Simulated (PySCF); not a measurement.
# Working out the excitation energy of Al

Al [Ne] 3s2 3p1 (2P) → Al [Ne] 3s2 3d1 (2D). All numbers are calculated (PySCF 2.14, the non-relativistic Hamiltonian (point nucleus), in aug-cc-pwCVDZ (6s5p3d, 36 functions)). Frozen: 1s2. Energies in hartree (1 hartree = 27.21139 eV):

```csv
part,Al (lower),Al (upper)
UHF,-241.874277,-241.692451
CCSD correlation,-0.176011,-0.190347
(T),-0.002557,-0.010150
```

Q: What does Hartree-Fock give?

A: (-241.692451) − (-241.874277) = 0.181826 hartree = 4.948 eV.

Q: What do CCSD and CCSD(T) give?

A: The CCSD correlation energies differ by -0.014336 hartree = -0.390 eV and the triples by -0.007593 hartree = -0.207 eV, so CCSD gives 4.558 eV and CCSD(T) 4.351 eV.

Measured between the centres of the two terms (NIST): 4.012 eV, so CCSD(T) (valence and next inner shell) is off by 0.339 eV.

A double-zeta basis recovers only part of the correlation energy.

The coupled-cluster amplitudes are large, so a single reference is strained.

What remains against the reference includes basis incompleteness, the frozen core and higher excitations.
